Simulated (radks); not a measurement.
Effect of the nuclear size on the lutetium ion Lu5+, [Xe] 4f12. Method: Dirac Kohn-Sham, BLYP, spin-unpolarised, spherical densities, finite nucleus; open shells fill j = l - 1/2 first; Fermi nuclear charge, rms radius 5.37 fm; computed with a radial shooting solver on a logarithmic mesh with Libxc functionals. The rms radius is varied about that value; shifts are against it.

rms radius (fm)  total energy shift (eV)  density at nucleus (e/bohr^3)  1s1/2 shift (meV)  2s1/2 shift (meV)  4p1/2 shift (meV)  5s1/2 shift (meV)  5p1/2 shift (meV)  4f7/2 shift (meV)  6s1/2 (empty) shift (meV)
4.3175                             -16.0                      1.192e+06              -6500               -891              0.209              -8.32              0.273               1.23                      -1.81
5.0371                             -5.30                      1.135e+06              -2160               -296              0.068              -2.76              0.091              0.410                     -0.602
5.37                                   0                      1.112e+06              0.000              0.000              0.000              0.000              0.000              0.000                      0.000
5.7996                              7.18                      1.085e+06               2930                401             -0.091               3.74             -0.122             -0.555                      0.815
5.9231                              9.32                      1.078e+06               3800                520             -0.117               4.86             -0.159             -0.720                       1.06

Slopes of the eigenvalues against <r^2> in GHz/fm^2, as finite differences over the two radii next to the reference (eigenvalue slopes, not the field-shift constants of lines): 1s1/2 149000, 2s1/2 20400, 4p1/2 -4.65, 5s1/2 190, 5p1/2 -6.24, 4f7/2 -28.2, 6s1/2 (empty) 41.4.
